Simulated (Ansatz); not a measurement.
Born–Oppenheimer molecular dynamics of Cl$_{2}$FH$_{3}$NOTa (9 atoms, charge 0, multiplicity 1). It starts from a relaxed structure.

All numbers below come from RHF/def2-SVP in Ansatz.

```yaml
ensemble: NVT, Langevin thermostat
time_step: 0.25 fs
steps_asked: 250
set_temperature: 300 K
friction: 0.02 /fs
seed: 410014
```

First frame:

```xyz
9
Properties=species:S:1:pos:R:3
Ta -0.106 -0.085 -0.021
F 1.770 -0.091 -0.026
Cl -0.013 -0.014 2.365
O -0.142 -0.242 -1.875
H -0.120 -0.233 -2.817
Cl -1.396 1.875 -0.071
N -1.059 -1.777 0.150
H -1.294 -2.207 1.025
H -1.350 -2.327 -0.637
```

Problem. How far do the bonds stretch over the last three quarters of this one trajectory? (Pairs bonded in most of those frames.)

Solution. 
| bond | mean (Å) | spread (Å) | shortest | longest |
| --- | --- | --- | --- | --- |
| Ta1–F2 | 1.875 | 0.013 | 1.86 | 1.91 |
| Ta1–Cl3 | 2.448 | 0.010 | 2.41 | 2.46 |
| Ta1–O4 | 1.871 | 0.007 | 1.86 | 1.88 |
| Ta1–Cl6 | 2.347 | 0.017 | 2.33 | 2.37 |
| Ta1–N7 | 1.946 | 0.018 | 1.92 | 1.97 |
| O4–H5 | 0.941 | 0.006 | 0.93 | 0.96 |
| N7–H8 | 1.007 | 0.019 | 0.97 | 1.04 |
| N7–H9 | 1.006 | 0.010 | 0.98 | 1.02 |

Mean temperature of the second half: 204 K. The mean temperature of the second half is 32 % below the set value. A run of 0.062 ps of so small a system gives no equilibrium averages.

The run took 5.8 min on 4 threads of Intel(R) Xeon(R) CPU @ 2.60GHz (Ice Lake), on a shared host, peak memory 0.32 GiB.
